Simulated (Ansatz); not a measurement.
Ansatz (an electronic-structure program) input (CCSD(T)/aug-cc-pV(D+d)Z):
A basis named .json is the Basis Set Exchange file of that set.

Ansatz 0.2 input:
```yaml
crystal:
  periodic: [false, false, false]
  atoms:
    - {symbol: C, position_ang: [-0.09534627, 1.33111814, 0.01210732]}
    - {symbol: C, position_ang: [-1.15115099, 0.32887739, -0.51642207]}
    - {symbol: S, position_ang: [-0.00769884, -1.07353584, 0.23359474]}
    - {symbol: C, position_ang: [1.08230038, 0.36502231, -0.12213402]}
    - {symbol: H, position_ang: [-0.18230125, 1.60497330, 1.08577572]}
    - {symbol: H, position_ang: [-0.00473891, 2.26771602, -0.56254106]}
    - {symbol: H, position_ang: [-2.06591090, 0.35397813, 0.10241114]}
    - {symbol: H, position_ang: [1.42919648, 0.31009034, -1.15886004]}
    - {symbol: H, position_ang: [1.93211740, 0.48970859, 0.55439091]}
basis:
  gaussian:
    orbitals: aug-cc-pV_D+d_Z.json
total_charge: -1
magnetization: {spin_polarized: false}
correlation: {method: ccsd_t, electrons: outside_noble_gas}
output: {forces: true}
```

End of the output:

```
cycle  18  -17.47892226 eV  change    8.9e-7 eV  update   2.0e-6
perturbative correction -0.76904336 eV, -0.0282618224 hartree
the calculation of the forces begins
mean field evaluation 32: about -13985.3759 eV, gradient 3.4e-6 eV
Total energy: -14003.62382314 eV, -514.6236835032 hartree
Atom 0 at    -0.095346     1.331118     0.012107 Å, force     0.037071     0.306518     0.017277 eV/Å
Atom 1 at    -1.151151     0.328877    -0.516422 Å, force     0.039374    -0.286220    -0.362904 eV/Å
Atom 2 at    -0.007699    -1.073536     0.233595 Å, force    -0.140683    -0.303307     0.104972 eV/Å
Atom 3 at     1.082300     0.365022    -0.122134 Å, force     0.088038    -0.068462     0.016744 eV/Å
Atom 4 at    -0.182301     1.604973     1.085776 Å, force    -0.087439     0.022086     0.388137 eV/Å
Atom 5 at    -0.004739     2.267716    -0.562541 Å, force     0.036359     0.330081    -0.223758 eV/Å
Atom 6 at    -2.065911     0.353978     0.102411 Å, force    -0.431517     0.000575     0.218119 eV/Å
Atom 7 at     1.429196     0.310090    -1.158860 Å, force     0.111989    -0.040025    -0.462702 eV/Å
Atom 8 at     1.932117     0.489709     0.554391 Å, force     0.346808     0.038753     0.304114 eV/Å
Dipole moment:     0.598175     0.239844     0.395932 e Å
```

It need not be the lowest isomer of its formula. Whether it binds its extra electron was not tested at this geometry.
